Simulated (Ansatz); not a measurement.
| atom | x (Å) | y (Å) | z (Å) |
| --- | --- | --- | --- |
| C | 0.0000 | 0.7050 | 0.0000 |
| C | -1.4100 | 0.7050 | 0.0000 |
| C | -1.4100 | -0.7050 | 0.0000 |
| C | 0.0000 | -0.7050 | 0.0000 |
| C | 1.2211 | 1.4100 | 0.0000 |
| C | 2.4422 | 0.7050 | 0.0000 |
| C | 2.4422 | -0.7050 | 0.0000 |
| C | 1.2211 | -1.4100 | 0.0000 |
| C | 3.8522 | 0.7050 | 0.0000 |
| C | 3.8522 | -0.7050 | 0.0000 |
| H | -2.1772 | 1.4722 | 0.0000 |
| H | -2.1772 | -1.4722 | 0.0000 |
| H | 1.2211 | 2.4950 | 0.0000 |
| H | 1.2211 | -2.4950 | 0.0000 |
| H | 4.6194 | 1.4722 | 0.0000 |
| H | 4.6194 | -1.4722 | 0.0000 |

Basis set: def2-TZVP. Charge 0. Computed with Ansatz (development build ahead of 0.2.0); the lowest solution found for each multiplicity.

Q: How do the multiplicities compare at this shape? Give, from the lowest of each method, PBE0 (unrestricted) for 1, 3; PBE0 (restricted) for 1, 3.

A:

```json
{"method": "PBE0, unrestricted", "multiplicity": "1", "E (eV)": "0.000", "<S²>": "1.22"}
{"method": "PBE0, unrestricted", "multiplicity": "3", "E (eV)": "0.257", "<S²>": "2.07"}
{"method": "PBE0, restricted", "multiplicity": "1", "E (eV)": "0.274", "<S²>": "0.00"}
{"method": "PBE0, restricted", "multiplicity": "3", "E (eV)": "0.000", "<S²>": "2.00"}
```

Caution for PBE0, unrestricted: the unrestricted determinant is a mixture of spin states. Caution for PBE0, restricted: an unrestricted determinant lies well below.
